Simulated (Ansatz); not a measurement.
Isolated molecules relaxed with PBE0-D4/def2-TZVP in Ansatz; ΔE leaves out vibrations. CCSD(T)/CBS is the MP2 limit (def2-TZVPP, def2-QZVPP) plus CCSD(T) − MP2 in def2-TZVPP, frozen cores. DFT in def2-TZVPP. B3LYP here is the variant with VWN-RPA as its local correlation; programs differ in this. Elements past krypton have def2 core potentials. For Sn outer-core shells are correlated without core-valence functions, which leaves a few kJ/mol of doubt a bond. Each species was taken in one conformer, which may not be the lowest.

`C[C](=N)[SnH3]` + `O[SiH](O)S` → `CS[SiH](O)O` + `N=[CH][SnH3]`  (substitution at a C–C bond)

```csv
level,ΔE (kJ/mol),difference from CCSD(T)/CBS
PBE-D4,41.1,1.5
r2SCAN-D4,42.6,3.0
PBE0-D4,40.1,0.5
B3LYP-D4,38.9,-0.7
ωB97X-V,37.1,-2.5
ωB97M-V,38.0,-1.6
B2PLYP,39.4,-0.2
PBE,41.0,1.4
r2SCAN,42.6,3.0
PBE0,39.9,0.3
B3LYP,38.6,-1.0
HF/def2-TZVPP,34.2,-5.4
MP2/def2-TZVPP,42.1,2.5
SCS-MP2/def2-TZVPP,38.6,-1.0
CCSD/def2-TZVPP,39.5,-0.1
CCSD(T)/def2-TZVPP,40.2,0.6
HF/def2-QZVPP,34.2,-5.4
MP2/def2-QZVPP,41.7,2.1
SCS-MP2/def2-QZVPP,38.2,-1.4
HF/CBS(def2),34.2,-5.4
MP2/CBS(def2),41.4,1.8
CCSD/CBS(def2),38.9,-0.7
CCSD(T)/CBS,39.6,0
```

Largest T1 diagnostic among the species: 0.014.

In def2-TZVPP, CCSD(T) changes the Hartree–Fock value by +6.1 kJ/mol (the triples alone add +0.7 kJ/mol) and MP2 by +7.9 kJ/mol.
